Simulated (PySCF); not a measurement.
Atoms are numbered as in `[NH2:1][c:2]1[cH:3][cH:4][cH:5][cH:6][c:7]1[Cl:8]`. Each H is labelled by its parent atom.

[PySCF 2.14: geometry from GFN2-xTB; PBE0/pcSseg-1 with gauge-including orbitals; one conformer; isolated molecule; relativity neglected; one averaged value for each set of equivalent atoms]

Scale: 13C (σ = 186.93 ppm), 1H (σ = 31.72 ppm) against TMS; 15N (σ = 267.73 ppm) against NH3; HCl for 35Cl (σ = 949.78 ppm) (reference shieldings calculated alike).

| atoms | nucleus | count | δ (ppm) |
| --- | --- | --- | --- |
| C7 | 13C | 1 | 126.5 |
| Cl8 | 35Cl | 1 | 169 |
| N1 | 15N | 1 | 75.9 |
| H(N1) | 1H | 2 | 3.93 |
| H(C3) | 1H | 1 | 6.81 |
| C2 | 13C | 1 | ? |
| C6 | 13C | 1 | 135.7 |
| C5 | 13C | 1 | ? |
| C4 | 13C | 1 | 133.4 |
| H(C6) | 1H | 1 | ? |
| H(C4) | 1H | 1 | 7.30 |
| C3 | 13C | 1 | ? |
| H(C5) | 1H | 1 | 6.84 |

Problem. Estimate the values marked ?.

Solution. 
- C2: 148.3 ppm, aromatic carbon bearing nitrogen; the electronegative substituent deshields the carbon that carries it
- C5: 122.1 ppm, aromatic CH
- C3: 117.5 ppm, aromatic CH; resonance donation from the substituent shields this position
- H(C6): 7.52 ppm, hydrogen on an aromatic CH; ring-current deshielding

OH/NH shifts are gas-phase values; hydrogen bonding in solution moves them, usually downfield. Carbons that carry Cl, above all several Cl atoms, come out too deshielded, partly because spin–orbit coupling is missing. Shifts are as computed. Against solution values, carbons near 30 ppm lie about +3 ppm off and those near 130 ppm about +5 ppm; carbons on Cl a further +6 ppm. Of 1211 compounds with measured shifts, 218 miss one by over three times the rms of a fit or turn the order of signals round; such compounds aren't used in these exercises. Experimental scales use liquid or dissolved standards, which lie at an offset from isolated NH3 (liquid NH3: subtract about 20 ppm).
